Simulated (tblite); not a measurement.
C₄H₉NOSi.
Geometry (GFN2-xTB, Å), atoms numbered from 1 in this order:
```
atom  x, y, z in Å
C1    -2.0021    1.1345    0.6306
C2    -2.1280   -0.0865    0.1484
C3    -1.0114   -0.9386   -0.3867
N4     0.2942   -0.3281   -0.3886
Si5    1.3642   -0.4057    0.9491
C6     2.9186    0.5159    0.3214
O7     3.8617    0.7703    1.0256
H8    -2.8489    1.6904    0.9938
H9    -1.0463    1.6282    0.6913
H10   -3.0988   -0.5620    0.1013
H11   -0.9527   -1.8498    0.2152
H12   -1.2702   -1.2395   -1.4113
H13    0.3175    0.4783   -0.9973
H14    1.6845   -1.8189    1.1655
H15    0.9502    0.2084    2.2178
H16    2.9599    0.8119   -0.7524
```

All values are computed: GFN2-xTB (tblite) harmonic vibrations without scaling, gas phase. The method is semi-empirical: single wavenumbers can be off by several per cent or more. Modes of hydrogen on silicon can be 10 to 20 % off. One conformer, not necessarily the lowest.

Harmonic wavenumbers (cm⁻¹): 43.6, 57.7, 82.1, 107.0, 142.9, 266.6, 301.6, 336.4, 455.5, 465.1, 555.3, 572.8, 589.5, 692.4, 732.0, 761.2, 807.8, 831.9, 894.2, 933.2, 976.3, 1023.3, 1036.2, 1174.0, 1179.2, 1282.4, 1313.5, 1366.5, 1372.0, 1409.1, 1457.4, 1720.5, 1756.1, 2197.8, 2246.3, 2656.4, 2885.2, 2954.6, 3058.1, 3103.6, 3129.9, 3422.0.

A = 5485, B = 945.5, C = 885.8 MHz; mass 115.045 u (most abundant isotopes); point group C1, symmetry number 1.

Problem. Zero-point energy?

Solution. Half the sum of the wavenumbers: 26175 cm⁻¹ = 313.12 kJ/mol.

Problem. Give the ideal-gas entropy at 273.15 K and 1 bar in the rigid-rotor, harmonic-oscillator model (classical rotation).

Solution. Translation 166.22, rotation 118.73, vibration 110.83: S = 395.8 J/(mol K).

Problem. And Cp and H(273.15 K) − H(0)?

Solution. Cp = 139.64 J/(mol K), of which vibrations give 106.38 (their classical limit is 42 R = 349.2); H(273.15 K) − H(0) = 24.33 kJ/mol without the zero-point energy, 15.25 from vibrations.

Problem. How do the functions run with temperature in this model?

Solution. 
| T (K) | S (J/(mol K)) | Cp (J/(mol K)) | H − H(0) (kJ/mol) | G − H(0) (kJ/mol) | ln q(vib) |
| --- | --- | --- | --- | --- | --- |
| 100 | 292.6 | 77.3 | 5.66 | -23.60 | 2.13 |
| 200 | 356.7 | 112.4 | 15.11 | -56.23 | 4.79 |
| 300 | 409.3 | 149.4 | 28.22 | -94.58 | 7.27 |
| 500 | 500.8 | 210.5 | 64.57 | -185.85 | 12.02 |
| 800 | 613.6 | 268.6 | 137.22 | -353.65 | 18.60 |
| 1000 | 676.4 | 294.0 | 193.61 | -482.79 | 22.60 |

q(vib) and H(0) count from the zero-point level.

Problem. Blend soft modes into free rotors: weight 1/[1 + (100 cm⁻¹/ν̃)⁴] for the oscillator and the rest for a rotor with moment μB/(μ + B), μ = h/(8π²ν), B = 10⁻⁴⁴ kg m². What vibrational entropy results?

Solution. 98.63 J/(mol K) in place of 110.83, which changes −T·S at 273.15 K by +3.33 kJ/mol.

Problem. What must be added to the electronic energy to get the Gibbs energy at 273.15 K and 1 bar?

Solution. ZPE + [H(273.15 K) − H(0)] − T·S = 313.12 + 24.33 − 108.11 = 229.34 kJ/mol.

Hindered rotation and anharmonicity are outside this model. Other conformers, if any are populated, would add a mixing term that is left out. The structure is chiral; the term R ln 2 for an equal mix with its mirror image is left out.

The run took 0.85 s wall on one thread, Arm Neoverse N1 (aarch64) (shared host). The figure is for the frequency step alone.
